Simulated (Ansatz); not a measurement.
The cluster Si₂W₂, relaxed as a singlet with RKS PBE0-D4/def2-SVP in Ansatz, starting from the GFN1-xTB geometry. Force threshold 0.02 eV/Å.

In the def2 sets W takes a core potential; there is no spin–orbit coupling. The structure comes from a short search, and lower isomers may exist.

Start:

| atom | x (Å) | y (Å) | z (Å) |
| --- | --- | --- | --- |
| W1 | -0.815 | -0.153 | 1.148 |
| W2 | 0.334 | -0.933 | -1.011 |
| Si3 | -1.139 | 1.038 | -0.981 |
| Si4 | 1.620 | 0.047 | 0.844 |

```json
{"step": "1", "energy (eV)": "-19389.8474", "largest force component (eV/Å)": "4.807", "SCF passes": "35"}
{"step": "2", "energy (eV)": "-19391.3613", "largest force component (eV/Å)": "0.927", "SCF passes": "43"}
{"step": "3", "energy (eV)": "-19391.3910", "largest force component (eV/Å)": "0.144", "SCF passes": "38"}
{"step": "4", "energy (eV)": "-19391.3928", "largest force component (eV/Å)": "0.018", "SCF passes": "41"}
{"step": "5", "energy (eV)": "-19391.3939", "largest force component (eV/Å)": "0.015", "SCF passes": "40"}
```

Force components are those of the run's own axes.

End:

```tsv
atom	x (Å)	y (Å)	z (Å)
W1	-0.750	-0.252	0.997
W2	0.232	-0.919	-0.849
Si3	-1.103	1.075	-0.975
Si4	1.621	0.097	0.828
```

By distances, no bond broke or formed. The bond that changes most is W1–W2, from 2.57 to 2.19 Å (atoms count from 1).

The force fell under the threshold at step 4, but the optimiser went on. No frequencies were taken in this run, so the end may be a saddle point.

Run time 13 s (4 threads of Arm Neoverse V1 on a shared host).
